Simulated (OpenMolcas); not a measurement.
# How basis sets differ on TlCl (SMILES [Cl][Tl])

TlCl: 2 atoms, total charge 0, spin state singlet. As SMILES, `[Cl][Tl]`. Geometry: the measured bond length.

```jsonl
{"atom": "Cl", "x (Å)": "0.0000", "y (Å)": "0.0000", "z (Å)": "0.0000"}
{"atom": "Tl", "x (Å)": "0.0000", "y (Å)": "0.0000", "z (Å)": "2.4848"}
```

Quantity: the HOMO–LUMO gap, in eV. The values are calculated.

| level | kind | program | value (eV) | CPU time |
| --- | --- | --- | --- | --- |
| B3LYP5/def2-SVP (core potential) | global hybrid | OpenMolcas | 5.19 | 2.8 s |
| B3LYP5/def2-SVPD (core potential) | global hybrid | OpenMolcas | 5.33 | 3.5 s |
| B3LYP5/def2-TZVP (core potential) | global hybrid | OpenMolcas | 5.26 | 5.6 s |
| B3LYP5/def2-TZVPD (core potential) | global hybrid | OpenMolcas | 5.27 | 7.7 s |
| B3LYP5/def2-TZVPPD (core potential) | global hybrid | OpenMolcas | 5.27 | 8.8 s |
| B3LYP5/def2-QZVPPD (RICD fitting, core potential) | global hybrid | OpenMolcas | 5.28 | 28 s |

The values span 5.19 to 5.33 eV. Orbital gaps aren't excitation energies. Times are those of the runs behind each value, whatever else they computed, on shared processors of several kinds: orders of magnitude only.
